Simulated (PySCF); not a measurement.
Predicted spectroscopic data

Level of theory: PBE0/pcSseg-1 with gauge-including orbitals, structure optimised with GFN2-xTB, in PySCF 2.14 (fast rotation and ring inversion assumed for equivalent nuclei, relativity neglected, no solvent model, one conformer).

Referencing at the same level of theory: $^{1}$H and $^{13}$C against TMS. Splittings of carbon signals by F and P are missing where no couplings were computed. Where no couplings were computed, multiplicities follow the n + 1 count of equivalent neighbours, and m marks all less simple cases (inequivalent or close neighbours, rings, F or P nearby). Shifts are as computed. Against solution values, carbons near 30 ppm lie about +3 ppm off and those near 130 ppm about +5 ppm. Of 1211 compounds with measured shifts, 218 miss one by over three times the rms of a fit or turn the order of signals round; such compounds aren't used in these exercises.

**1.** SMILES CCCc1c(C(F)(F)F)c1=O, C7H7F3O. $^{1}$H NMR (600 MHz, computed): δ 2.83 (t, 2H), 1.62 (m, 2H), 1.44 (t, 3H). $^{13}$C{$^{1}$H} NMR (computed): δ 182.8, 159.3, 147.5, 126.0, 33.2, 24.3, 15.1.

**2.** SMILES Cc1ncnnc1CO[SiH3], C5H9N3OSi. $^{1}$H NMR (600 MHz, computed): δ 9.87 (s, 1H), 5.49 (s, 2H), 4.53 (s, 3H), 2.96 (s, 3H). $^{13}$C{$^{1}$H} NMR (computed): δ 165.9, 164.3, 163.4, 71.2, 23.5.
